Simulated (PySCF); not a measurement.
H2Se, SMILES [SeH2].

Geometry optimised at PBE-D3(BJ)/def2-TZVPD.

These are PBE-D3(BJ)/def2-TZVPD (PySCF) values and carry that method's errors.

Frequencies are harmonic and unscaled.

| mode | ν (cm⁻¹) | IR (km/mol) | moving atoms (share of kinetic energy) |
|---|---|---|---|
| 1 | 1020 | 2.0 | H 99 % |
| 2 | 2362 | 8.1 | H 99 % |
| 3 | 2377 | 6.5 | H 99 % |
